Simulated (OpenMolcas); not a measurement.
Mo³⁺: CASPT2 settings compared

```json
{"Program": "OpenMolcas 26.06", "Basis": "ANO-RCC-VQZP [8s7p5d3f2g1h]", "Scalar Hamiltonian": "DKH2, point nucleus", "Active space": "3 electrons in 5 orbitals (4d)", "State averaging": "2S+1 = 4 even, 10 roots; 2S+1 = 2 even, 40 roots kept (CI in the orbitals of an earlier block)", "Spin-orbit coupling": "RASSI with atomic mean-field integrals over the reference wave functions, term energies averaged over their components"}
```

Methods on the same reference wave functions:
A. CASSCF
B. SS-CASPT2, IPEA 0.2 Eh, no level shift (closed shells correlated: 4s 4p)
C. SS-CASPT2, IPEA 0.3 Eh, sigma1 regulariser 0.5 Eh (closed shells correlated: 3d 4s 4p)
D. SS-CASPT2, IPEA 0.6 Eh, sigma1 regulariser 0.5 Eh (closed shells correlated: 4s 4p)
E. MS-CASPT2, IPEA 0.2 Eh, no level shift (closed shells correlated: 4s 4p)
F. MS-CASPT2, IPEA 0.6 Eh, sigma1 regulariser 0.5 Eh (closed shells correlated: 4s 4p)

Energies in cm-1 above 4d3 4F 3/2, the measured ground level; measured values from Sugar and Musgrove, J. Phys. Chem. Ref. Data 17, 155 (1988).

```
        Level      A      B      C      D      E      F  Measured
   4d3 4F 3/2    0.0    0.0    0.0    0.0    0.0    0.0       0.0
   4d3 4F 5/2    735    757    756    753    758    754       778
   4d3 4F 7/2   1683   1710   1709   1705   1712   1707      1760
   4d3 4F 9/2   2786   2790   2790   2790   2790   2790      2865
   4d3 4P 1/2  13221  10790  10840  11220  10720  11170     10338
   4d3 4P 3/2  13323  10820  10880  11250  10660  11140     10331
   4d3 2G 7/2  14381  11560  11700  12080  11560  12080     11580
   4d3 4P 5/2  14382  11970  12020  12400  11970  12400     11612
   4d3 2G 9/2  15108  12280  12410  12760  12330  12800     12311
   4d3 2P 1/2  18744  15410  15520  15810  14300  14990     14348
   4d3 2H 9/2  19083  16000  16080  16350  16290  16550     15995
  4d3 2H 11/2  19485  16360  16430  16680  16690  16920     16357
4d3 2D 5/2(1)  21301  17040  17230  17740  17060  17760          
   4d3 2F 7/2  31273  25230  25340  25920  25230  25920     24787
   4d3 2F 5/2  31622  25560  25660  26250  25560  26250     25100
4d3 2D 5/2(2)  48736  40070  39990  40330  40060  40310     38922
4d3 2D 3/2(2)  49135  40450  40370  40700  40480  40760     39231
```

Deviations, from unrounded energies. A percentage is the sum of absolute deviations over the sum of measured energies, with the sign that they share, or ± where signs differ.

| Against measurement | Levels | A | B | C | D | E | F |
| --- | --- | --- | --- | --- | --- | --- | --- |
| mean absolute deviation (cm-1) | 15 | 3900 | 390 | 430 | 730 | 350 | 700 |
| fine structure of the ground term (%) | 3 | -3.7 | -2.7 | -2.8 | -2.9 | -2.6 | -2.8 |
| other terms of the ground configuration (%) | 12 | +24.9 | ±2.5 | +2.7 | +4.7 | ±2.2 | +4.5 |

E lies closest to measurement on these levels and A furthest from it. The largest miss of E in the table is 4d3 2D 3/2(2), by +1200 cm-1. The ranking rests on the paired levels alone, and a cruder setting can come out closer through cancelling errors.

Among B to F the level of the table that moves most is 4d3 2P 1/2, by 1500 cm-1 (lowest in E, highest in D). Moves below CASPT2's spread within the term are not significant.

The mean deviations of B to F differ by less than CASPT2's widest spread within a term (820 cm-1), so their order carries little weight.

From A to B the spin-free energies of the other terms of 4d3 shown, above 4F, scale by factors of 0.77 to 0.82, as is usual when dynamic correlation screens the repulsion within a d or f shell.

The lowest spin-free term lies below A's lowest term by 0.331 hartree in B, 0.413 hartree in C, 0.318 hartree in D, 0.331 hartree in E, 0.318 hartree in F.

CASPT2 breaks the degeneracy within a term, and the mean is taken; among the terms shown or strongly mixed into the levels shown the widest spread is 820 cm-1 (4d3 4F, E). Terms from blocks run as CI alone lack orbitals of their own. The CASPT2 spread within a term exceeds the gap to the next term for 4d3 2P and 4d3 2H, 4d3 2H and 4d3 2D(1), so the order of their levels is uncertain (figures for B; the like holds for C, D, E). Without dynamic correlation excited terms often stand tens of per cent too high (terms of higher spin than the ground term too low), and those without a measured partner can miss by more than the paired ones (holds for A). Computed and measured levels are paired by configuration, term and J; levels that our copy of the source lacks, or whose pairing is in doubt (as where it misses far off the trend of its configuration), stay unpaired and out of the deviations. Only configurations of the active space appear. The table leaves out levels that lie high or whose names do not pair safely across all columns.

A number in round brackets counts repeated terms of one configuration in the order of the reference energies.
